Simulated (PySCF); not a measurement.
Te(Et)(OH) (C₂H₆OTe), SMILES CC[Te]O.

Geometry: r2SCAN-D4/def2-SVP. The def2 effective core potentials stand for the cores of Te; spin–orbit coupling is left out. The values are those of a single conformer.

All values below come from M06-2X/def2-TZVP (PySCF).

The total energy is -422.96689 hartree, the highest occupied level is -7.17 eV and the lowest empty level is -0.64 eV. The orbital gap is 6.52 eV and the dipole moment is 2.23 D. The quadrupole, principal values (traceless, Buckingham form, about the centre of nuclear charge) is -6.66, 1.81, 4.85 D·Å and the mean static polarisability comes out as 65.5 bohr³ (9.71 Å³). The polarisability, principal values comes out as 52.1, 64.3, 80.1 bohr³.
